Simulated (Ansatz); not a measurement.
A nudged elastic band was laid between two geometries of GaH3O (5 atoms, charge 0, multiplicity 1).

These are results of RKS PBE/def2-SVP in Ansatz, not measurements.

```yaml
movable_images: 7
climbing_image: yes
spring: 5.0 eV/Å²
optimiser: quadratic models (default)
start_path: through a guess of the saddle point
force_threshold: 0.05 eV/Å
iteration_limit: 60
end_points: relaxed
```

Image 0:

```xyz
5
Properties=species:S:1:pos:R:3
Ga 0.477 -0.003 0.017
O 0.798 -0.147 1.789
H -0.014 -0.244 2.321
H 1.804 0.128 -0.808
H -1.020 -0.015 -0.491
```

Image 8:

```xyz
5
Properties=species:S:1:pos:R:3
Ga -0.233 0.906 -0.635
O 1.157 0.104 1.162
H 0.351 -0.477 1.192
H 1.881 -0.478 0.861
H -1.110 -0.336 0.248
```

Question: What changes between the two ends?

Answer: Bonds broken: Ga1–O2, Ga1–H4. Bonds formed: O2–H4. GaH3O becomes GaH + H2O.

Question: Give the energies along the band, and the barrier.

Answer: The forces met the threshold. The highest image is number 4 of 0 to 8, 2.24 eV above the first end and 1.32 eV above the last; the last end lies 0.92 eV above the first. A vibrational analysis at the climbing image gives one clearly imaginary mode, 1225i cm⁻¹: a first-order saddle point. The orbitals stay closed-shell, which can raise the energy where a bond breaks towards radicals; this wasn't checked here.

| image | path coordinate (Å) | energy (eV) | Ga1–O2 (Å) | Ga1–H4 (Å) | O2–H4 (Å) |
| --- | --- | --- | --- | --- | --- |
| 0 | 0.00 | 0.00 | 1.81 | 1.57 | 2.80 |
| 1 | 0.42 | 0.17 | 1.80 | 1.56 | 2.55 |
| 2 | 0.85 | 0.69 | 1.81 | 1.55 | 2.25 |
| 3 | 1.27 | 1.61 | 1.87 | 1.56 | 1.86 |
| 4 | 1.70 | 2.24 | 2.01 | 1.66 | 1.44 |
| 5 | 2.26 | 1.22 | 2.28 | 2.10 | 1.01 |
| 6 | 2.83 | 0.97 | 2.35 | 2.70 | 0.98 |
| 7 | 3.40 | 0.94 | 2.36 | 2.94 | 0.98 |
| 8 | 3.97 | 0.92 | 2.41 | 2.94 | 0.98 |

Question: What is the geometry of the highest image?

Answer: 
```xyz
5
Properties=species:S:1:pos:R:3:forces:R:3
Ga 0.231 0.137 -0.453 0.00 0.00 0.00
O 0.889 0.167 1.450 0.00 0.00 0.00
H 0.622 -0.497 2.125 0.00 0.00 0.00
H 1.681 -0.162 0.288 0.00 0.00 0.00
H -1.377 0.073 -0.581 0.00 0.00 0.00
```

Question: What are the harmonic wavenumbers there?

Answer: 1225i, 349, 399, 461, 615, 815, 1666, 1776, 3592 cm⁻¹.

Time of the run: 2.5 min on 1 thread of Arm Neoverse V1, with other jobs on the host, peak memory 0.1 GiB.
